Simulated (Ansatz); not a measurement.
`[Cl][SnH]1[O][GeH2]1` at its PBE0-D4/def2-TZVP geometry, where that method's forces vanish. The species carries charge 0 and has multiplicity 1. Sn takes the def2 core potential.

```xyz
7

Cl   -1.7214   -2.3300   -0.6675
Sn   -1.1930   -0.1873    0.0937
O     0.6219   -0.3391    1.0678
Ge    1.1301    0.6431   -0.3276
H    -2.3964    0.1798    1.2398
H     2.0035   -0.0550   -1.3793
H     1.5553    2.0885   -0.0268
```

Task: What forces (eV/Å) does B3LYP-D4/def2-TZVPP give on these atoms in Ansatz? (Estimate.)

Result: The calculation gave: 
```
Cl1 -0.070 -0.317 -0.103
Sn2 -0.337  0.243 -0.062
O3   0.150 -0.141  0.296
Ge4  0.277  0.189 -0.199
H5  -0.052  0.012  0.080
H6   0.018 -0.003 -0.013
H7   0.015  0.018  0.001
```

B3LYP here is the variant with VWN-RPA as its local correlation; programs differ in this.
